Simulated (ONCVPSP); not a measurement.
Transferability test, ONCV potential for chlorine

```json
{"Element": "Cl", "Generator": "ONCVPSP 4.0.1", "Type": "optimised norm-conserving Vanderbilt (ONCV)", "Functional": "PBE", "Relativity": "scalar-relativistic", "Frozen core": "[Ne]", "Valence charge": "7", "Reference configuration": "3s2 3p3 (charge +2)", "Partial waves": "3s: rc 1.05 bohr, ncon 5, nbas 8, qcut 5 1/bohr, 2 projectors, debl 2.9 Ha; 3p: rc 1.50 bohr, ncon 3, nbas 8, qcut 6.6 1/bohr, 1 projector; d scattering state at 0.21 Ha: rc 1.15 bohr, ncon 4, nbas 7, qcut 9.7 1/bohr, 2 projectors, debl 2.8 Ha", "Local potential": "polynomial inside 0.85 bohr (lpopt 5, dvloc0 0 Ha)", "Core correction": "Teter function, fcfact 5.75, rcfact 1.05"}
```

In the d channel the program set the typed energies aside and used 0.050, 2.850 Ha.

Energies are relative to the spin-unpolarised reference configuration 3s2 3p3; without spin polarisation the order of configurations can differ from experiment.

```tsv
valence configuration	charge	ΔE all-electron (eV)	error AE − PS (meV)
3s2 3p5	0	-39.322	+30
3s2 3p2	+3	38.307	+14
3s1 3p6	0	-27.169	+32
```

What are ΔE and the potential's error for 3s2 3p4?

ΔE = -25.447 eV all-electron; the error (AE − PS) is +11 meV.

Note: ghosts flagged at negative energy: s at -267.0 eV; GHOST(+) flags only above 600 eV. A true bound ghost makes a file unfit for plane-wave use.
